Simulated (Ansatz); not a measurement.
Cl2H2NSTa (`[NH2][Ta](=[S])([Cl])[Cl]`). The species carries charge 0 and has multiplicity 1. Ta: def2 effective core potential. Geometry: relaxed with PBE0-D4/def2-TZVP. It is one conformer, not always the lowest.

```xyz
7

N    -0.823    0.928   -0.080
Ta    0.453   -0.530    0.057
S    -0.382   -1.852    1.527
Cl    0.644   -1.571   -1.977
Cl    2.481    0.292    0.742
H    -1.684    1.021    0.437
H    -0.690    1.712   -0.707
```

Problem. What is the dipole moment at ωB97M-V/def2-TZVPP? (An estimate is asked.)

Solution. The calculation gave: 3.49 D, with components (-1.35, 3.01, -1.15) D in this frame, pointing from negative to positive charge.

Problem. And with PBE, r2SCAN, B3LYP? (An estimate is asked.)

Solution. Ansatz gave: PBE 3.41 D, r2SCAN 3.53 D, B3LYP 3.44 D.

Problem. Give the Mulliken charges with ωB97M-V, r2SCAN, PBE in def2-TZVPP. (Estimate.)

Solution. Ansatz gave: 
```tsv
atom	ωB97M-V	r2SCAN	PBE
N1	-0.35	-0.43	-0.35
Ta2	0.63	0.76	0.59
S3	-0.18	-0.24	-0.20
Cl4	-0.20	-0.24	-0.20
Cl5	-0.20	-0.24	-0.20
H6	0.16	0.20	0.19
H7	0.14	0.18	0.17
```

B3LYP here is the variant with VWN-RPA as its local correlation; programs differ in this.
